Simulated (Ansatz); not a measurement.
Ansatz (a program for electronic structure) job for C2H5O2, SMILES [O]CCO, multiplicity 2, PBE-D3(BJ)/def2-SVP. 

Ansatz 0.2 input:
```yaml
crystal:
  periodic: [false, false, false]
  atoms:
    - {symbol: O, position_ang: [1.40310666, 0.03853296, 0.73906940]}
    - {symbol: C, position_ang: [0.81507797, -0.34047559, -0.42133754]}
    - {symbol: C, position_ang: [-0.71951610, -0.45176234, -0.19453081]}
    - {symbol: O, position_ang: [-1.33349383, 0.76435391, 0.10876834]}
    - {symbol: H, position_ang: [0.98366731, 0.37806086, -1.25517875]}
    - {symbol: H, position_ang: [1.14374116, -1.35351555, -0.74100074]}
    - {symbol: H, position_ang: [-0.89686338, -1.12818828, 0.65485295]}
    - {symbol: H, position_ang: [-1.13603400, -0.92669511, -1.10518461]}
    - {symbol: H, position_ang: [-1.22478496, 1.36067061, -0.64098058]}
basis:
  gaussian:
    orbitals: def2-SVP
hamiltonian:
  xc: pbe
  dispersion: d3bj
magnetization: {spin_polarized: true, initial_magnetization: 1}
relax: {f_tol: 0.002, max_steps: 200}
```

Log of the run:

```
WARN ansatz: RAYON_NUM_THREADS=1 ignored (pool sized by the plan → 1); use --threads N
Functional definition: PBE
integrals: 0.03 GiB planned
892 factors; their error is unknown
mean field: 0.23 GiB planned
mean field evaluation 1: about -6229.0069 eV, gradient 3.7e1 eV
mean field evaluation 2: about -6219.7984 eV, gradient 6.0e1 eV
mean field evaluation 4: about -6235.0958 eV, gradient 3.6e0 eV
mean field evaluation 8: about -6235.1668 eV, gradient 2.8e-1 eV
mean field evaluation 16: about -6235.1329 eV, gradient 7.5e-3 eV
mean field evaluation 32: about -6234.9713 eV, gradient 3.9e0 eV
mean field -6235.13287268 eV, -229.1369067460 hartree, gradient 6.7e-6 eV, S^2 0.752042; 3 other end points of the search recorded, 0 dependent functions left out
the calculation of the forces begins
reference -6235.13289678 eV, -229.1369076318 hartree; 17, 16 occupied and 64, 65 virtual orbitals, 892 factors
relax step   1: F+E_penalty+E_count = -6235.26458268 eV  Δ(F+E_penalty+E_count) = +0.000e0 eV  max|allowed force component| = 9.444e-1 eV/Å  Δτ_max = 0.0000 Å  (86 SCF iters, accepted)
these checks for a lower state are left out or cut short: starts, cluster_reference, orbital_swaps, neighbouring_geometries, increment
integrals: 0.03 GiB planned
892 factors; their error is unknown
mean field: 0.23 GiB planned
mean field -6235.16501258 eV, -229.1380878656 hartree, gradient 3.2e-6 eV, S^2 0.752097; 0 other end points of the search recorded, 0 dependent functions left out
the calculation of the forces begins
reference -6235.16503680 eV, -229.1380887559 hartree; 17, 16 occupied and 64, 65 virtual orbitals, 892 factors
relax step   2: F+E_penalty+E_count = -6235.29632848 eV  Δ(F+E_penalty+E_count) = -3.175e-2 eV  max|allowed force component| = 7.019e-1 eV/Å  Δτ_max = 0.0347 Å  (45 SCF iters, accepted)
these checks for a lower state are left out or cut short: starts, cluster_reference, orbital_swaps, neighbouring_geometries, increment
integrals: 0.03 GiB planned
892 factors; their error is unknown
mean field: 0.23 GiB planned
mean field evaluation 64: about -6235.1845 eV, gradient 5.5e-5 eV
mean field -6235.18451190 eV, -229.1388044523 hartree, gradient 2.0e-6 eV, S^2 0.752229; 0 other end points of the search recorded, 0 dependent functions left out
the calculation of the forces begins
reference -6235.18453637 eV, -229.1388053516 hartree; 17, 16 occupied and 64, 65 virtual orbitals, 892 factors
relax step   3: F+E_penalty+E_count = -6235.31552994 eV  Δ(F+E_penalty+E_count) = -1.920e-2 eV  max|allowed force component| = 3.461e-1 eV/Å  Δτ_max = 0.0453 Å  (43 SCF iters, accepted)
these checks for a lower state are left out or cut short: starts, cluster_reference, orbital_swaps, neighbouring_geometries, increment
integrals: 0.03 GiB planned
892 factors; their error is unknown
mean field: 0.23 GiB planned
mean field -6235.18744902 eV, -229.1389123897 hartree, gradient 1.6e-5 eV, S^2 0.752282; 0 other end points of the search recorded, 0 dependent functions left out
the calculation of the forces begins
reference -6235.18747348 eV, -229.1389132886 hartree; 17, 16 occupied and 64, 65 virtual orbitals, 892 factors
relax step   4: F+E_penalty+E_count = -6235.31830736 eV  Δ(F+E_penalty+E_count) = -2.777e-3 eV  max|allowed force component| = 1.616e-1 eV/Å  Δτ_max = 0.0132 Å  (40 SCF iters, accepted)
these checks for a lower state are left out or cut short: starts, cluster_reference, orbital_swaps, neighbouring_geometries, increment
integrals: 0.03 GiB planned
892 factors; their error is unknown
mean field: 0.23 GiB planned
mean field -6235.18816622 eV, -229.1389387463 hartree, gradient 1.3e-5 eV, S^2 0.752258; 0 other end points of the search recorded, 0 dependent functions left out
the calculation of the forces begins
reference -6235.18819067 eV, -229.1389396447 hartree; 17, 16 occupied and 64, 65 virtual orbitals, 892 factors
relax step   5: F+E_penalty+E_count = -6235.31913719 eV  Δ(F+E_penalty+E_count) = -8.298e-4 eV  max|allowed force component| = 1.975e-2 eV/Å  Δτ_max = 0.0077 Å  (44 SCF iters, accepted)
these checks for a lower state are left out or cut short: starts, cluster_reference, orbital_swaps, neighbouring_geometries, increment
integrals: 0.03 GiB planned
892 factors; their error is unknown
mean field: 0.23 GiB planned
mean field -6235.18823201 eV, -229.1389411640 hartree, gradient 1.4e-5 eV, S^2 0.752259; 0 other end points of the search recorded, 0 dependent functions left out
the calculation of the forces begins
reference -6235.18825646 eV, -229.1389420627 hartree; 17, 16 occupied and 64, 65 virtual orbitals, 892 factors
relax step   6: F+E_penalty+E_count = -6235.31918596 eV  Δ(F+E_penalty+E_count) = -4.877e-5 eV  max|allowed force component| = 4.900e-3 eV/Å  Δτ_max = 0.0035 Å  (33 SCF iters, accepted)
these checks for a lower state are left out or cut short: starts, cluster_reference, orbital_swaps, neighbouring_geometries, increment
integrals: 0.03 GiB planned
892 factors; their error is unknown
mean field: 0.23 GiB planned
mean field evaluation 96: about -6235.1883 eV, gradient 1.6e-4 eV
mean field -6235.18825108 eV, -229.1389418646 hartree, gradient 1.1e-5 eV, S^2 0.752260; 0 other end points of the search recorded, 0 dependent functions left out
the calculation of the forces begins
reference -6235.18827553 eV, -229.1389427634 hartree; 17, 16 occupied and 64, 65 virtual orbitals, 892 factors
relax step   7: F+E_penalty+E_count = -6235.31919530 eV  Δ(F+E_penalty+E_count) = -9.340e-6 eV  max|allowed force component| = 3.171e-3 eV/Å  Δτ_max = 0.0040 Å  (34 SCF iters, accepted)
these checks for a lower state are left out or cut short: starts, cluster_reference, orbital_swaps, neighbouring_geometries, increment
integrals: 0.03 GiB planned
892 factors; their error is unknown
mean field: 0.23 GiB planned
mean field -6235.18825722 eV, -229.1389420906 hartree, gradient 9.8e-6 eV, S^2 0.752260; 0 other end points of the search recorded, 0 dependent functions left out
the calculation of the forces begins
reference -6235.18828168 eV, -229.1389429894 hartree; 17, 16 occupied and 64, 65 virtual orbitals, 892 factors
relax step   8: F+E_penalty+E_count = -6235.31919541 eV  Δ(F+E_penalty+E_count) = -1.112e-7 eV  max|allowed force component| = 3.331e-3 eV/Å  Δτ_max = 0.0015 Å  (33 SCF iters, accepted)
these checks for a lower state are left out or cut short: starts, cluster_reference, orbital_swaps, neighbouring_geometries, increment
integrals: 0.03 GiB planned
892 factors; their error is unknown
mean field: 0.23 GiB planned
mean field -6235.18825573 eV, -229.1389420356 hartree, gradient 5.5e-6 eV, S^2 0.752260; 0 other end points of the search recorded, 0 dependent functions left out
the calculation of the forces begins
reference -6235.18828019 eV, -229.1389429344 hartree; 17, 16 occupied and 64, 65 virtual orbitals, 892 factors
relax step   9: F+E_penalty+E_count = -6235.31919722 eV  Δ(F+E_penalty+E_count) = -1.808e-6 eV  max|allowed force component| = 5.739e-4 eV/Å  Δτ_max = 0.0008 Å  (32 SCF iters, accepted)
integrals: 0.03 GiB planned
892 factors; their error is unknown
mean field: 0.23 GiB planned
mean field evaluation 128: about -6220.8443 eV, gradient 5.8e1 eV
mean field -6235.18825573 eV, -229.1389420356 hartree, gradient 5.5e-6 eV, S^2 0.752260; 4 other end points of the search recorded, 0 dependent functions left out
the calculation of the forces begins
reference -6235.18828019 eV, -229.1389429344 hartree; 17, 16 occupied and 64, 65 virtual orbitals, 892 factors
Total energy: -6235.31922167 eV, -229.1437549453 hartree
Atom 0 at     1.448831    -0.017794     0.748996 Å, force    -0.000058    -0.000400    -0.000082 eV/Å
Atom 1 at     0.862652    -0.339835    -0.391478 Å, force     0.000196     0.000574     0.000182 eV/Å
Atom 2 at    -0.730063    -0.432570    -0.174863 Å, force    -0.000037    -0.000124    -0.000025 eV/Å
Atom 3 at    -1.346951     0.776867     0.099868 Å, force     0.000013    -0.000121    -0.000297 eV/Å
Atom 4 at     0.975575     0.411476    -1.230108 Å, force    -0.000158    -0.000138    -0.000021 eV/Å
Atom 5 at     1.110056    -1.366763    -0.791960 Å, force     0.000086    -0.000126     0.000125 eV/Å
Atom 6 at    -0.902189    -1.106974     0.686604 Å, force     0.000228     0.000100    -0.000026 eV/Å
Atom 7 at    -1.097670    -0.923935    -1.108183 Å, force    -0.000160     0.000122     0.000067 eV/Å
Atom 8 at    -1.285341     1.340509    -0.694399 Å, force    -0.000110     0.000112     0.000077 eV/Å
Dipole moment:    -0.329208    -0.083774    -0.601140 e Å
```

The calculation finished and met its thresholds.
